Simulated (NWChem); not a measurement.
CrH2SO3; SMILES [OH][Cr](=[S])([OH])=[O]

```xyz
7

Cr    -0.0823    -0.1001     0.0000
O      1.3084    -0.7374     0.0000
S      0.0693     1.8735     0.0000
O     -0.9399    -0.5920    -1.4167
H     -0.6077    -1.3982    -1.8366
O     -0.9399    -0.5920     1.4167
H     -0.6077    -1.3982     1.8366
```
Atoms are numbered in this order, from 1.

Level: PBE0/def2-SVP (NWChem), optimised geometry, unscaled harmonic frequencies. 

Problem. List the harmonic frequencies with IR intensities, and the thermochemistry.

Solution. 
```
frequency (cm⁻¹)  IR intensity (km/mol)
----------------  ---------------------
213                                27.5
256                                27.4
256                                 1.8
271                                17.0
310                                29.3
325                                70.9
370                                50.6
604                                46.1
741                               274.6
756                               202.2
806                                14.3
812                                27.5
1168                              153.1
3852                              207.9
3858                              256.7
```

The zero-point energy is 20.9 kcal/mol and the thermal correction to the enthalpy at 298.15 K (with zero-point energy) comes out as 25.5 kcal/mol. The heat capacity Cv is 21.8 cal/(mol K) and the entropy at 298.15 K and 1 atm (symmetry number 1) is 79.6 cal/(mol K). The dipole moment comes out as 2.74 D.

Rigid rotor and harmonic oscillator.
